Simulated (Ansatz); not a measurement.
The first iterations of a band of H3SiTe (5 atoms, charge 1, multiplicity 1).

Method: RKS PBE-D4/def2-SVP in Ansatz.

```
movable images  : 7
climbing image  : yes
spring          : 5.0 eV/Å²
optimiser       : quadratic models (default)
start path      : through a guess of the saddle point
force threshold : 0.2 eV/Å
iteration limit : 60
end points      : relaxed
```

First end point:

```xyz
5
Properties=species:S:1:pos:R:3
Si -0.211 -0.703 0.047
Te 1.431 1.041 -0.025
H -1.670 -0.394 -0.035
H 0.267 -2.109 0.180
H 0.183 2.165 -0.168
```

Last end point:

```xyz
5
Properties=species:S:1:pos:R:3
Si -0.489 -0.549 0.024
Te 0.136 1.759 -0.137
H -1.943 -0.881 -0.007
H 0.542 -1.621 0.152
H 1.754 1.292 -0.032
```

| iteration | highest image above the first end (eV) | largest band force component (eV/Å) |
| --- | --- | --- |
| 1 | 342.097 | 2040.926 |
| 2 | 130.176 | 614.568 |
| 3 | 90.412 | 368.152 |
| 4 | 49.418 | 159.484 |
| 5 | 27.209 | 91.061 |

Does the band converge within its limit, and where does its top end?

The run converged. It ended after 16 iterations with the highest image 0.910 eV above the first end. The threshold of 0.2 eV/Å is loose, so the images may lie well off the minimum-energy path. Another band between the same ends (7 images) ends at a top of the same energy, where a vibrational analysis finds 1 clearly imaginary mode. Limits of this set-up: the dipole of an ion depends on the origin.

The run took 79 s on 1 CPU thread of a shared host.
